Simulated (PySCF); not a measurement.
# Stretching TeI

Set-up: Te cc-pVDZ-PP with ECP28, I cc-pVDZ-PP with ECP28; scalar-relativistic core potentials (PySCF 2.14). Energies in eV from Te + I in their ground configurations at the same level. All curves are PBE0. state 1: ²Π (doublet), unpaired electrons π ↑; state 2: ⁴Σ⁻ (quartet), unpaired electrons σ ↑, π ↑↑, a second solution, started from another occupation.

```json
{"R (Å)": "2.308", "state 1": "-0.813", "state 2": "1.901"}
{"R (Å)": "2.416", "state 1": "-1.545", "state 2": "0.741"}
{"R (Å)": "2.523", "state 1": "-1.928", "state 2": "-0.039"}
{"R (Å)": "2.603", "state 1": "-2.055", "state 2": "-0.440"}
{"R (Å)": "2.684", "state 1": "-2.085", "state 2": "-0.721"}
{"R (Å)": "2.764", "state 1": "-2.044", "state 2": "-0.911"}
{"R (Å)": "2.872", "state 1": "-1.914", "state 2": "-1.054"}
{"R (Å)": "3.006", "state 1": "-1.678", "state 2": "-1.111"}
{"R (Å)": "3.167", "state 1": "-1.344", "state 2": "-1.064"}
{"R (Å)": "3.382", "state 1": "-0.900", "state 2": "-0.902"}
```

Put a parabola through the three lowest points of the state 1 curve and estimate Re, k and ωe (reduced mass 64.19 u; 1 eV/Å² = 0.16022 mdyn/Å; ωe = 1302.8·√(k/μ) cm⁻¹).

Through R = 2.603, 2.684, 2.764 Å the second-order coefficient is 5.48 eV/Å², so Re ≈ 2.677 Å, k ≈ 1.76 mdyn/Å and ωe ≈ 216 cm⁻¹. A polynomial fit of higher order to the unrounded PBE0 energies gives Re = 2.674 Å, k = 1.81 mdyn/Å, ωe = 219 cm⁻¹; anharmonicity and rounding make the difference.

The higher-order fit for each curve: state 1: Re = 2.674 Å, ωe = 219 cm⁻¹, De = 2.09 eV; state 2: Re = 3.013 Å, ωe = 142 cm⁻¹, minimum 1.11 eV below the ground-state fragments.

⟨S²⟩ of the unrestricted solution departs from its pure value on part of the curve, where spin states mix. These are scalar-relativistic numbers at best; spin–orbit coupling would shift them, the dissociation energy most. The state is the lowest determinant that a PBE0 search found; another state may lie lower at other levels.
